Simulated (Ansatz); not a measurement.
Total energies of Cu(AsH3)(SiH3) (CuSiAsH₆) from Ansatz at PBE0-D4/def2-TZVPD, gas phase (1 Eh = 27.2114 eV = 2625.5 kJ/mol). The reference geometry is relaxed at PBE0-D4/def2-SVP.

```tsv
state	geometry	energy (Eh)
charge 0 singlet	reference	-4168.86662
charge -1 doublet	reference	-4168.85795
charge -1 doublet	relaxed at PBE0-D4/def2-SVPD	-4168.87409
free Cu atom (doublet)	–	-1640.24421
free As atom (quartet)	–	-2235.53925
free H atom (doublet)	–	-0.50104
free Si atom (triplet)	–	-289.24952
```

Work out the vertical electron affinity, to the doublet.

E(charge 0 singlet) − E(charge -1 doublet) = -4168.86662 − (-4168.85795) = -0.00867 Eh = -0.24 eV; negative, so the extra electron isn't bound.

How much does the charge -1 doublet relax, and what is the adiabatic electron affinity?

Relaxation: -4168.85795 − (-4168.87409) = 0.01614 Eh = 0.44 eV. Adiabatic electron affinity: 0.00747 Eh = 0.20 eV, without zero-point energy. 

What is the binding energy per atom against free atoms?

Atoms: 1 × (-1640.24421) + 1 × (-2235.53925) + 6 × (-0.50104) + 1 × (-289.24952) = -4168.03922 Eh. Binding: -4168.03922 − (-4168.86662) = 0.82740 Eh = 22.51 eV, or 2.50 eV for each of 9 atoms (no zero-point energy, no counterpoise term).

At PBE0-D4/def2-TZVPD the highest occupied level of the charge -1 doublet lies above zero (up to 1.65 eV). By energy differences it is unbound by 0.24 eV (vertical, to the charge 0 singlet, at PBE0-D4/def2-TZVPD) and held by the finite basis. At PBE0-D4/def2-TZVPD the highest occupied level of the relaxed charge -1 doublet lies above zero (up to 0.63 eV). By energy differences its removal costs 0.20 eV (each at its own geometry, to the charge 0 singlet, at PBE0-D4/def2-TZVPD); the vertical value is larger still, so the positive level points to self-interaction error.
